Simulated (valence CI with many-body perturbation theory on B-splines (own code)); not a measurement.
# Sb I: magnetic and hyperfine properties of the levels

Computed by configuration interaction combined with many-body perturbation theory (CI+MBPT): five valence electrons over a frozen Dirac-Fock core [Kr] 4d10, a basis of 10 s, 10 p, 9 d, 7 f, 4 g, 2 h functions for each j, with the one-electron correlation potential Σ1 (screened to all orders), the two-electron term Σ2, the three-electron term Σ3, Breit, model QED; selected single and double excitations, second order for the rest, scaled by the run's own slope (own B-spline code, finite nucleus).

Set against measurement, 19 paired levels are off by 64 cm⁻¹ on average, the worst by 178. These come from a selection out of the NIST Handbook of Basic Atomic Spectroscopic Data. Levels without a partner in it may be off by more. Among the levels kept, up to 870 cm⁻¹ of a level comes from second order outside the variational space, and about a tenth of that is noise between levels of different J, which matters for small intervals.

A/g_I is the dipole constant over the nuclear g factor μ/I (μ in nuclear magnetons, uniformly magnetised nucleus), B/Q the quadrupole constant per barn. Both hold the static response of the core; the bare values leave it out. Large factors of s and p1/2 electrons are usually good to 5 to 10 %; those of open d and f shells near neutrality can be off by tens of per cent, and small factors of p3/2, d and f electrons come from cancelling terms and can be off by a factor of two or in sign, in half-filled shells by more. B is blank for J = 1/2, where it vanishes, and for nearly pure S terms. Energies count from the lowest level.

Names give the largest LS component (configuration and term), which can be under half, so a name can repeat, a term be missing and a line seem to break the LS rules; names also repeat where a configuration has a term twice. Letters in brackets count levels of one name in rising energy.

| Level | E (cm⁻¹) | g | A/g_I (MHz) | A/g_I bare | B/Q (MHz/b) | B/Q bare |
| --- | --- | --- | --- | --- | --- | --- |
| 5s2.5p3 4S°_3/2 | 0.0 | 1.971 | -201 | -337 |  |  |
| 5s2.5p3 2D°_3/2 | 8497 | 0.885 | 389 | 390 | 891 | 736 |
| 5s2.5p3 2D°_5/2 | 9843 | 1.200 | 1030 | 906 | -54.5 | -43.7 |
| 5s2.5p3 2P°_1/2 | 16400 | 0.666 | 3470 | 3190 |  |  |
| 5s2.5p3 2P°_3/2 | 18437 | 1.280 | 468 | 387 | -916 | -758 |
| 5s2.5p2.6s 4P_1/2 | 43296 | 2.340 | 1660 | 1450 |  |  |
| 5s2.5p2.6s 4P_3/2 | 45986 | 1.704 | 369 | 283 | 830 | 685 |
| 5s2.5p2.6s 2P_1/2 | 47030 | 1.000 | -750 | -712 |  |  |
| 5s2.5p2.6s 4P_5/2 | 48372 | 1.546 | 1240 | 1060 | -910 | -763 |
| 5s2.5p2.6s 2P_3/2 | 49421 | 1.250 | 918 | 749 | -653 | -547 |
| 5s2.5p2.6p 4D°_1/2 | 51607 | 0.744 | 314 | 273 |  |  |
| 5s2.5p2.6p 4D°_3/2 [a] | 52535 | 1.335 | 47.5 | 35.1 | 43.2 | 35.5 |
| 5s2.5p2.5d 4P_5/2 | 53265 | 1.437 | 955 | 821 | -112 | -107 |
| 5s2.5p2.5d 4F_3/2 | 53424 | 0.729 | 208 | 202 | -245 | -214 |
| 5s2.5p2.6p 2S°_1/2 | 54115 | 1.286 | -625 | -652 |  |  |
| 5s2.5p2.5d 4F_5/2 | 55017 | 1.198 | 650 | 587 | 826 | 681 |
| 5s2.5p2.6p 4D°_3/2 [b] | 55067 | 1.336 | 37.6 | -19.4 | 209 | 171 |
| 5s2.5p2.6p 4D°_5/2 | 55170 | 1.401 | -98.8 | -124 | 703 | 581 |
| 5s2.5p2.6s 2D_3/2 | 55207 | 1.026 | 223 | 174 | 714 | 594 |
| 5s2.5p2.6s 2D_5/2 | 55713 | 1.261 | 1110 | 1000 | 1680 | 1400 |
| 5s2.5p2.6p 2D°_3/2 | 55785 | 1.220 | 206 | 174 | -475 | -391 |
| 5s2.5p2.6p 4P°_1/2 | 55919 | 2.233 | -772 | -778 |  |  |
| 5s2.5p2.5d 4P_3/2 | 56042 | 1.276 | 770 | 656 | 219 | 186 |
| 5s2.5p2.5d 4F_7/2 | 56417 | 1.272 | -69.1 | -85.3 | 365 | 283 |
| 5s2.5p2.5d 4P_1/2 | 56551 | 1.596 | 714 | 524 |  |  |
| 5s2.5p2.5d 2P_3/2 | 56621 | 1.260 | 324 | 260 | -343 | -286 |
| 5s2.5p2.5d 2F_5/2 | 57197 | 0.940 | 624 | 562 | -552 | -465 |
| 5s2.5p2.6p 2D°_5/2 [a] | 57343 | 1.341 | 875 | 734 | -637 | -537 |
| 5s2.5p2.7s 4P_1/2 [a] | 57435 | 1.586 | 2930 | 2680 |  |  |
| 5s2.5p2.6p 4D°_7/2 | 57482 | 1.389 | 620 | 515 | -841 | -705 |
| 5s2.5p2.7s 4P_1/2 [b] | 57995 | 1.706 | 2150 | 1950 |  |  |
| 5s2.5p2.6p 4S°_3/2 | 58005 | 1.768 | 1080 | 882 | -376 | -316 |
| 5s2.5p2.5d 4F_9/2 | 58462 | 1.310 | 418 | 342 | -1030 | -881 |
| 5s2.5p2.6p 2P°_3/2 | 58513 | 1.232 | 746 | 613 | 215 | 177 |
| 5s2.5p2.6p 2P°_1/2 | 58588 | 0.969 | 2690 | 2400 |  |  |
| 5s2.5p2.5d 4D_3/2 | 58625 | 1.208 | 1010 | 898 | -208 | -168 |
| 5s2.5p2.5d 4D_5/2 | 58739 | 1.278 | 899 | 796 | -442 | -362 |
| 5s2.5p2.6p 2D°_5/2 [b] | 58765 | 1.305 | 736 | 619 | -408 | -342 |
| 5s2.5p2.5d 4D_7/2 | 58850 | 1.267 | 464 | 380 | -240 | -210 |
| 5s2.5p2.5d 2P_1/2 | 59665 | 0.714 | -576 | -489 |  |  |

Problem. Take the isotope of mass number 121, with I = 5/2, μ = 3.358 μN and Q = -0.543 b. What is the hyperfine structure of 5s2.5p2.6s 2P_1/2?

Solution. From the table A = -1010 MHz. Shifts from the centre of gravity in MHz: F = 2: 1770, F = 3: -1260.
